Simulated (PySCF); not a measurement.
# Molecular orbitals of IF⁺

LDA at R = 1.885 Å; I x2c-SVPall, F x2c-SVPall; spin-free X2C with a Gaussian nucleus (PySCF 2.14). State: ²Π (doublet), unpaired electrons π ↑. Only the outer orbitals are listed, counted within each symmetry.

```json
{"spin": "α", "orbital": "11σ", "occ.": "1", "ε (eV)": "-37.17", "on I (%)": "9", "main shells (%)": "88 F s"}
{"spin": "α", "orbital": "12σ", "occ.": "1", "ε (eV)": "-26.93", "on I (%)": "88", "main shells (%)": "88 I s"}
{"spin": "α", "orbital": "13σ", "occ.": "1", "ε (eV)": "-20.10", "on I (%)": "33", "main shells (%)": "64 F p, 26 I p"}
{"spin": "α", "orbital": "6π", "occ.": "1", "ε (eV)": "-18.87", "on I (%)": "23", "main shells (%)": "77 F p, 22 I p"}
{"spin": "α", "orbital": "6π", "occ.": "1", "ε (eV)": "-18.32", "on I (%)": "19", "main shells (%)": "81 F p, 17 I p"}
{"spin": "α", "orbital": "7π", "occ.": "1", "ε (eV)": "-15.70", "on I (%)": "79", "main shells (%)": "79 I p, 21 F p"}
{"spin": "α", "orbital": "7π", "occ.": "1", "ε (eV)": "-14.81", "on I (%)": "83", "main shells (%)": "83 I p, 17 F p"}
{"spin": "α", "orbital": "14σ", "occ.": "0", "ε (eV)": "-12.54", "on I (%)": "77", "main shells (%)": "70 I p, 24 F p"}
{"spin": "α", "orbital": "15σ", "occ.": "0", "ε (eV)": "-2.61", "on I (%)": "101", "main shells (%)": "96 I s"}
{"spin": "α", "orbital": "8π", "occ.": "0", "ε (eV)": "-0.49", "on I (%)": "97", "main shells (%)": "96 I d"}
{"spin": "β", "orbital": "11σ", "occ.": "1", "ε (eV)": "-36.89", "on I (%)": "9", "main shells (%)": "88 F s"}
{"spin": "β", "orbital": "12σ", "occ.": "1", "ε (eV)": "-26.43", "on I (%)": "87", "main shells (%)": "87 I s"}
{"spin": "β", "orbital": "13σ", "occ.": "1", "ε (eV)": "-19.85", "on I (%)": "33", "main shells (%)": "64 F p, 26 I p"}
{"spin": "β", "orbital": "6π", "occ.": "1", "ε (eV)": "-18.28", "on I (%)": "20", "main shells (%)": "80 F p, 18 I p"}
{"spin": "β", "orbital": "6π", "occ.": "1", "ε (eV)": "-18.14", "on I (%)": "18", "main shells (%)": "82 F p, 17 I p"}
{"spin": "β", "orbital": "7π", "occ.": "1", "ε (eV)": "-14.53", "on I (%)": "84", "main shells (%)": "83 I p, 16 F p"}
{"spin": "β", "orbital": "7π", "occ.": "0", "ε (eV)": "-14.79", "on I (%)": "82", "main shells (%)": "82 I p, 18 F p"}
{"spin": "β", "orbital": "14σ", "occ.": "0", "ε (eV)": "-12.22", "on I (%)": "78", "main shells (%)": "71 I p, 23 F p"}
{"spin": "β", "orbital": "15σ", "occ.": "0", "ε (eV)": "-2.27", "on I (%)": "101", "main shells (%)": "98 I s"}
```

**Question.** Which are the highest filled and the lowest empty level, where do they sit, and how wide is the gap?

**Answer.** Highest filled β 7π at -14.53 eV (in %: 83 I p, 16 F p); lowest empty β 7π at -14.79 eV (in %: 82 I p, 18 F p); the gap at LDA is -0.26 eV. Both belong to one degenerate shell, split only by its one-sided filling, so this is no excitation gap.

| Quantity | Value |
| --- | --- |
| bond order (Mayer) | 1.25 |
| ⟨S²⟩ | 0.750 |
| charge on I (Mulliken, basis-dependent) | 1.15 |
| charge on I (Löwdin, basis-dependent) | 1.09 |
| dipole moment (positive dipole points towards F; it is taken about the centre of mass and depends on that origin) | -1.82 D |

Shares are Mulliken populations and can fall outside 0 to 100 %.

Spin–orbit coupling is left out. Counting both spins, an empty level lies below a filled one in this solution, because spin and occupation are held. The state is the lowest determinant that a PBE0 search found; another state may lie lower at other levels.
